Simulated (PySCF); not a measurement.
In(OMe)2(SH), SMILES C[O][In]([SH])[O]C (C2H7InO2S) (PBE0/def2-SVP optimised geometry):

```
13

In     0.219    -0.339     0.000
O     -0.719    -2.095     0.018
C     -2.110    -2.234    -0.021
H     -2.545    -1.962    -1.002
H     -2.362    -3.294     0.162
H     -2.638    -1.637     0.747
O     -0.934     1.289     0.000
C     -0.444     2.595     0.043
H      0.204     2.853    -0.818
H     -1.299     3.294     0.021
H      0.131     2.820     0.964
S      2.607    -0.339     0.000
H      2.638    -1.691     0.004
```

Calculation: PBE0/def2-TZVP, def2 effective core potentials past Kr (PySCF 2.14.0).

Question: What are the frontier orbital energies and the dipole moment?

Answer: HOMO-2 -7.82 eV, HOMO-1 -7.66 eV, HOMO -7.57 eV, LUMO -1.92 eV, LUMO+1 -0.87 eV; dipole moment 0.34 D.

On the same geometry PBE/def2-TZVP, def2 effective core potentials past Kr run with PySCF gives HOMO-2 -6.41 eV, HOMO-1 -6.22 eV, HOMO -6.05 eV, LUMO -2.79 eV, LUMO+1 -1.56 eV; dipole moment 0.30 D.
